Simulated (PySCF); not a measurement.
Computed shifts of a molecule C4H6ClF, PBE/pcSseg-1 (PySCF), GIAO, gas phase, atoms alike by connectivity averaged where their shifts nearly agree, in ppm (number of nuclei): ¹³C: 163.6 (1), 124.1 (1), 26.6 (1), 20.5 (1). ¹⁹F: -108.5 (1). ¹H: 2.54 (3), 2.50 (3). References: ¹³C against TMS (σ = 182.0 ppm); ¹⁹F against CFCl3 (σ = 133.6 ppm); ³⁵Cl against HCl (σ = 936.5 ppm); ¹H against TMS (σ = 31.49 ppm), references at their B3LYP-D3(BJ)/def2-TZVP geometries, non-relativistic (without spin–orbit terms, shifts of atoms bonded to Cl or Br come out too high). Geometry: PBE-D3(BJ)/def2-SVP. Other conformers were not sampled.

### Question
Identify the compound among the candidates.
A) C=C(F)CCCl
B) C/C(F)=C(\C)Cl
C) C[C@@]1(Cl)C[C@@H]1F
D) C[C@H]1C[C@]1(F)Cl

### Answer
B, C/C(F)=C(\C)Cl
